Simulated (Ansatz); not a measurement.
`NC([SiH3])[SeH]` + `O[SiH2][NH][AlH2]` → `[AlH2][NH][SiH2]O[SiH3]` + `NC[SeH]`  (ligand exchange at the Si–C bond)

Gas-phase electronic energies from Ansatz, PBE0-D4/def2-TZVP geometries. CCSD(T)/CBS adds triple-zeta CCSD(T) − MP2 to the extrapolated MP2 energy (def2 sets, frozen cores). DFT in def2-TZVPP. B3LYP here is the variant with VWN-RPA as its local correlation; programs differ in this. For Se outer-core shells are correlated without core-valence functions, which leaves a few kJ/mol of doubt a bond. Scalar relativity is left out up to krypton. One conformer a species, not always the lowest.

`NC([SiH3])[SeH]`:

Cartesian coordinates in Å:
```
N 0.995 -0.984 -0.994
C 0.622 -0.233 0.193
Si -1.220 0.164 0.326
Se 1.693 1.430 0.139
H 0.553 -0.613 -1.826
H 0.745 -1.960 -0.902
H 0.965 -0.794 1.065
H -1.534 1.018 1.503
H -1.980 -1.114 0.435
H -1.628 0.860 -0.923
H 0.790 2.225 0.984
```

`O[SiH2][NH][AlH2]`:

Cartesian coordinates in Å:
```
O -1.618 1.411 0.563
Si -0.260 0.545 0.921
N 0.561 0.144 -0.526
Al 0.724 -1.450 -1.313
H -1.952 1.997 1.243
H -0.599 -0.740 1.585
H 0.582 1.374 1.831
H 0.958 0.934 -1.019
H 0.084 -2.707 -0.602
H 1.519 -1.507 -2.681
```

`[AlH2][NH][SiH2]O[SiH3]`:

Cartesian coordinates in Å:
```
Al 0.798 2.793 -0.171
N 0.819 1.144 0.515
Si 0.942 -0.355 -0.307
O -0.501 -1.098 -0.519
Si -1.651 -2.062 0.119
H 0.670 4.005 0.839
H 0.916 2.941 -1.740
H 0.732 1.073 1.521
H 1.489 -0.081 -1.656
H 1.813 -1.284 0.461
H -1.066 -2.956 1.155
H -2.245 -2.885 -0.963
H -2.715 -1.235 0.746
```

`NC[SeH]`:

Cartesian coordinates in Å:
```
N -0.272 -0.583 0.987
C -0.071 0.494 0.053
Se -0.757 0.062 -1.732
H 0.002 -0.301 1.922
H 0.272 -1.397 0.731
H 0.963 0.824 -0.096
H -0.655 1.359 0.372
H 0.519 -0.460 -2.237
```

CCSD(T)/CBS gives -27.9 kcal/mol.

**Question.** Another level gave -29.8 kcal/mol. Which?
A. B3LYP-D4/def2-TZVPP
B. r2SCAN/def2-TZVPP
C. PBE0-D4/def2-TZVPP
D. B3LYP/def2-TZVPP

**Answer.** D. B3LYP -29.8, B3LYP-D4 -28.7, r2SCAN -27.5, PBE0-D4 -26.1 kcal/mol.

Largest T1 diagnostic among the species: 0.012.

The D4 term adds +1.1 kcal/mol with B3LYP and +0.5 kcal/mol with PBE0; it sums over pairs of atoms, weighted by their polarisabilities, and B3LYP, whose exchange is more repulsive, gets the larger term. From PBE to PBE0 (25 % exact exchange), in def2-TZVPP and without D4, ΔE moves by −1.9 kcal/mol.
